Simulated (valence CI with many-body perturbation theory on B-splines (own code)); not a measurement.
# V¹⁶⁺: calculated level list

Level of theory: relativistic CI+MBPT: five valence electrons over a frozen Dirac-Fock core [He], radial functions for each j: 9 s, 9 p, 8 d, 6 f, 3 g, 1 h, with the one-electron correlation potential Σ1, the two-electron term Σ2, the three-electron term Σ3, Breit, model QED; selected CI, second order for the rest, scaled by the run's own slope (own B-spline code, finite nucleus).

No measured spectrum was set against this ion. As an estimate, levels of excited configurations hold to 0.05 to 0.15 % of their energy, terms of the ground configuration to about 0.5 %. Among the levels kept, up to 3500 cm⁻¹ of a level comes from second order outside the variational space, and about a tenth of that is noise between levels of different J, which matters for small intervals.

Levels 1 to 45 of 54, with energies above the lowest level, 2s2.2p3 4S°_3/2. "Leading %" is the weight of the configuration and term that name the level; weights of strongly mixed levels are sums over their largest components and can fall short, so below about 35 % the name and the second component can differ from the true leading terms, or belong to a minority configuration. In the jj column 3d3/2^4 stands for four electrons in 3d with j = 3/2.

| No. | Configuration | Term | J | E (eV) | Leading % | Leading jj | Second component | g |
| --- | --- | --- | --- | --- | --- | --- | --- | --- |
| 1 | 2s2.2p3 | 4S° | 3/2 | 0.00 | 95 | 2s^2 2p1/2 2p3/2^2 (46 %) | 4 % 2s2.2p3 2P° | 1.962 |
| 2 | 2s2.2p3 | 2D° | 3/2 | 15.04 | 81 | 2s^2 2p1/2 2p3/2^2 (51 %) | 16 % 2s2.2p3 2P° | 0.914 |
| 3 | 2s2.2p3 | 2D° | 5/2 | 17.43 | 100 | 2s^2 2p1/2 2p3/2^2 (100 %) |  | 1.197 |
| 4 | 2s2.2p3 | 2P° | 1/2 | 26.27 | 98 | 2s^2 2p1/2 2p3/2^2 (98 %) |  | 0.662 |
| 5 | 2s2.2p3 | 2P° | 3/2 | 29.87 | 78 | 2s^2 2p3/2^3 (85 %) | 18 % 2s2.2p3 2D° | 1.251 |
| 6 | 2s.2p4 | 4P | 5/2 | 77.82 | 98 | 2s 2p1/2^2 2p3/2^2 (77 %) |  | 1.592 |
| 7 | 2s.2p4 | 4P | 3/2 | 82.61 | 99 | 2s 2p1/2 2p3/2^3 (83 %) |  | 1.727 |
| 8 | 2s.2p4 | 4P | 1/2 | 84.53 | 98 | 2s 2p1/2^2 2p3/2^2 (34 %) |  | 2.652 |
| 9 | 2s.2p4 | 2D | 3/2 | 107.55 | 97 | 2s 2p1/2 2p3/2^3 (56 %) |  | 0.814 |
| 10 | 2s.2p4 | 2D | 5/2 | 108.29 | 98 | 2s 2p1/2 2p3/2^3 (77 %) |  | 1.203 |
| 11 | 2s.2p4 | 2S | 1/2 | 124.07 | 81 | 2s 2p1/2^2 2p3/2^2 (66 %) | 17 % 2s.2p4 2P | 1.778 |
| 12 | 2s.2p4 | 2P | 3/2 | 128.89 | 97 | 2s 2p1/2 2p3/2^3 (60 %) |  | 1.319 |
| 13 | 2s.2p4 | 2P | 1/2 | 135.66 | 82 | 2s 2p3/2^4 (51 %) | 17 % 2s.2p4 2S | 0.900 |
| 14 | 2p5 | 2P° | 3/2 | 203.00 | 98 | 2p1/2^2 2p3/2^3 (98 %) |  | 1.331 |
| 15 | 2p5 | 2P° | 1/2 | 210.64 | 98 | 2p1/2 2p3/2^4 (98 %) |  | 0.662 |
| 16 | 2s2.2p2.3s | 4P | 1/2 | 660.48 | 85 | 2s^2 2p1/2^2 3s (76 %) | 8 % 2s2.2p2.3s 2P | 2.467 |
| 17 | 2s2.2p2.3s | 4P | 3/2 | 664.60 | 94 | 2s^2 2p1/2 2p3/2 3s (96 %) |  | 1.714 |
| 18 | 2s2.2p2.3s | 2P | 1/2 | 668.06 | 87 | 2s^2 2p1/2 2p3/2 3s (89 %) | 10 % 2s2.2p2.3s 4P | 0.874 |
| 19 | 2s2.2p2.3s | 4P | 5/2 | 668.12 | 87 | 2s^2 2p1/2 2p3/2 3s (64 %) | 10 % 2s2.2p2.3s 2D | 1.557 |
| 20 | 2s2.2p2.3s | 2P | 3/2 | 671.91 | 76 | 2s^2 2p1/2 2p3/2 3s (78 %) | 19 % 2s2.2p2.3s 2D | 1.236 |
| 21 | 2s2.2p2.3s | 2D | 5/2 | 680.80 | 88 | 2s^2 2p3/2^2 3s (64 %) | 10 % 2s2.2p2.3s 4P | 1.239 |
| 22 | 2s2.2p2.3s | 2D | 3/2 | 681.41 | 78 | 2s^2 2p3/2^2 3s (75 %) | 17 % 2s2.2p2.3s 2P | 0.910 |
| 23 | 2s2.2p2.3p | 4D° | 1/2 | 681.63 | 48 | 2s^2 2p1/2^2 3p1/2 (78 %) | 25 % 2s2.2p2.3p 2S° | 0.880 |
| 24 | 2s2.2p2.3p | 4D° | 3/2 | 684.84 | 73 | 2s^2 2p1/2^2 3p3/2 (54 %) | 16 % 2s2.2p2.3p 4P° | 1.293 |
| 25 | 2s2.2p2.3p | 2S° | 1/2 | 685.19 | 45 | 2s^2 2p1/2 2p3/2 3p1/2 (78 %) | 41 % 2s2.2p2.3p 4D° | 1.219 |
| 26 | 2s2.2p2.3p | 4D° | 5/2 | 688.49 | 86 | 2s^2 2p1/2 2p3/2 3p3/2 (80 %) | 10 % 2s2.2p2.3p 4P° | 1.387 |
| 27 | 2s2.2p2.3p | 4P° | 3/2 | 688.55 | 45 | 2s^2 2p1/2 2p3/2 3p1/2 (63 %) | 24 % 2s2.2p2.3p 2D° | 1.389 |
| 28 | 2s2.2p2.3p | 4P° | 1/2 | 689.68 | 75 | 2s^2 2p1/2 2p3/2 3p3/2 (69 %) | 15 % 2s2.2p2.3p 2S° | 2.413 |
| 29 | 2s2.2p2.3p | 4P° | 5/2 | 690.84 | 53 | 2s^2 2p1/2 2p3/2 3p1/2 (52 %) | 34 % 2s2.2p2.3p 2D° | 1.416 |
| 30 | 2s2.2p2.3p | 2D° | 3/2 | 691.85 | 69 | 2s^2 2p1/2 2p3/2 3p3/2 (88 %) | 22 % 2s2.2p2.3p 4P° | 1.073 |
| 31 | 2s2.2p2.3p | 4D° | 7/2 | 691.88 | 89 | 2s^2 2p1/2 2p3/2 3p3/2 (62 %) | 9 % 2s2.2p2.3p 2F° | 1.402 |
| 32 | 2s2.2p2.3s | 2S | 1/2 | 694.57 | 89 | 2s^2 2p3/2^2 3s (82 %) |  | 1.992 |
| 33 | 2s2.2p2.3p | 4S° | 3/2 | 695.15 | 66 | 2s^2 2p1/2 2p3/2 3p3/2 (38 %) | 12 % 2s2.2p2.3p 2P° | 1.876 |
| 34 | 2s2.2p2.3p | 2D° | 5/2 | 696.97 | 49 | 2s^2 2p3/2^2 3p3/2 (52 %) | 30 % 2s2.2p2.3p 4P° | 1.279 |
| 35 | 2s2.2p2.3p | 2P° | 3/2 | 697.34 | 78 | 2s^2 2p1/2 2p3/2 3p3/2 (35 %) | 6 % 2s2.2p2.3p 2D° | 1.358 |
| 36 | 2s2.2p2.3p | 2P° | 1/2 | 698.68 | 79 | 2s^2 2p3/2^2 3p3/2 (59 %) | 11 % 2s2.2p2.3p 2S° | 0.792 |
| 37 | 2s2.2p2.3p | 2F° | 5/2 | 704.03 | 74 | 2s^2 2p3/2^2 3p3/2 (41 %) | 21 % 2s2.2p2.3p 2D° | 0.952 |
| 38 | 2s2.2p2.3p | 2F° | 7/2 | 705.36 | 90 | 2s^2 2p3/2^2 3p3/2 (62 %) | 9 % 2s2.2p2.3p 4D° | 1.167 |
| 39 | 2s.2p3.3s | 6S° | 5/2 | 705.70 | 98 | 2s 2p1/2 2p3/2^2 3s (53 %) |  | 1.991 |
| 40 | 2s2.2p2.3p | 2D° | 3/2 | 707.68 | 71 | 2s^2 2p3/2^2 3p1/2 (41 %) | 20 % 2s2.2p2.3p 2P° | 0.956 |
| 41 | 2s2.2p2.3p | 2D° | 5/2 | 708.79 | 88 | 2s^2 2p3/2^2 3p1/2 (52 %) | 5 % 2s2.2p2.3p 2F° | 1.189 |
| 42 | 2s2.2p2.3d | 4F | 3/2 | 710.17 | 72 | 2s^2 2p1/2^2 3d3/2 (74 %) | 10 % 2s2.2p2.3d 4D | 0.589 |
| 43 | 2s2.2p2.3p | 2P° | 1/2 | 710.45 | 96 | 2s^2 2p1/2 2p3/2 3p3/2 (72 %) |  | 0.681 |
| 44 | 2s2.2p2.3d | 4F | 5/2 | 711.83 | 64 | 2s^2 2p1/2^2 3d5/2 (57 %) | 21 % 2s2.2p2.3d 4D | 1.124 |
| 45 | 2s2.2p2.3p | 2P° | 3/2 | 714.75 | 75 | 2s^2 2p3/2^2 3p3/2 (70 %) | 11 % 2s2.2p2.3p 2D° | 1.293 |

Names give the largest LS component (configuration and term), which can be under half, so a name can repeat, a term be missing and a line seem to break the LS rules; names also repeat where a configuration has a term twice.

The ionisation energy to 2s2.2p2 3P_0 of the next ion comes out as 1164.5 eV (NIST: 1165.2 ± 1.1 eV (semi-empirical)). All 54 levels together are meant to be complete up to 719.57 eV.
